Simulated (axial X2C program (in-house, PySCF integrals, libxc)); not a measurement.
**Bond lengths and stretching modes, held linear, of WCN⁻**

Calculated with an in-house all-electron X2C program for linear molecules (integrals from PySCF): two-component X2C with atomic mean-field Coulomb and Gaunt terms, Gaussian nuclei, basis W dyall-v3z, C dyall-v3z, N dyall-av3z with contracted cores. Spin-free rows use the one-electron spin-free X2C Hamiltonian.

Masses W 183.951, C 12.000, N 14.003 u. States: 2c Ω = 2 (beyond evenly filled blocks: ω = -1/2, ω = 5/2); spin-free M_S = 2, Λ = 0 (beyond evenly filled blocks: π+α, π-α, δ+α, δ-α).

HF, 2c: energies above the lowest point

| r(W–C) (Å) | r(C–N) (Å) | E (meV) |
| --- | --- | --- |
| 1.9997 | 1.1417 | 170.04 |
| 1.9997 | 1.1710 | 175.16 |
| 1.9997 | 1.2003 | 256.46 |
| 2.0510 | 1.1417 | 63.34 |
| 2.0510 | 1.1710 | 79.77 |
| 2.0510 | 1.2003 | 173.60 |
| 2.0510 | 1.2296 | 323.02 |
| 2.1023 | 1.1417 | 0.00 |
| 2.1023 | 1.1710 | 25.75 |
| 2.1023 | 1.2003 | 130.31 |
| 2.1536 | 1.1710 | 5.33 |
| 2.1536 | 1.2296 | 289.13 |

Question: Fit a quadratic surface with cubic terms in each bond: where is the minimum, and what are the two stretching wavenumbers?

Answer: At HF, 2c: bonds 2.205 and 1.141 Å; harmonic stretches 253.9 and 2138.2 cm⁻¹; force constants 0.889, 18.4 and coupling 1.12 mdyn/Å.

The other levels and Hamiltonians give:

| Hamiltonian | level | r(W–C) (Å) | r(C–N) (Å) | lower stretch (cm⁻¹) | upper stretch (cm⁻¹) |
| --- | --- | --- | --- | --- | --- |
| 2c | PBE0 | 2.048 | 1.170 | 391.8 | 2104.6 |
| 2c | BHandHLYP | 2.101 | 1.154 | 353.0 | 2185.4 |
| spin-free | PBE0 | 2.049 | 1.170 | 393.3 | 2102.9 |
| spin-free | HF | 2.220 | 1.140 | 232.3 | 2149.3 |
| spin-free | BHandHLYP | 2.100 | 1.154 | 354.8 | 2183.2 |

Each state is one determinant, the lowest of a limited PBE0 search; the stretches come from a fit to these few points and carry an uncertainty of a few per cent. Other orders of the atoms were not compared. Left out for rough or failed fits: MP2 2c, MP2 spin-free. The levels spread by more than a fifth, so the stretches depend strongly on the method. For an anion the highest level of a functional can be positive, and the basis then holds the extra electron. The molecule was held linear; bending was not examined, so a bent shape may lie lower. Open-shell Ω = 0 determinants with evenly filled partner blocks cannot be reached by this program, so the Ω shown need not be the lowest component. Note: several unpaired electrons, one determinant need not be a pure state.
